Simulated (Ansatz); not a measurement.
The molecule KAl, closed-shell singlet (lowest of 2S+1 = 1, 3 at CCSD(T)/def2-TZVPP on PBE0 minima; our sources give no spin for the ground state, which may be another). No spin–orbit coupling. K is treated without relativity.

D_e counts from the fitted minimum to each atom's lowest state at the same level, without counterpoise. The singlet is restricted.

Run with Ansatz (Gaussian orbitals). 

One of these levels gives 10.82 kcal/mol for the bond energy D_e. Which one is it?
A) SVWN5/def2-TZVPP
B) wB97X-V/def2-TZVPP
C) B3LYP/def2-TZVPP
D) BHLYP/def2-TZVPP

B, wB97X-V/def2-TZVPP. The others give 19.09 (SVWN5/def2-TZVPP), 12.09 (B3LYP/def2-TZVPP), 8.83 (BHLYP/def2-TZVPP)

Ansatz is an electronic-structure program.
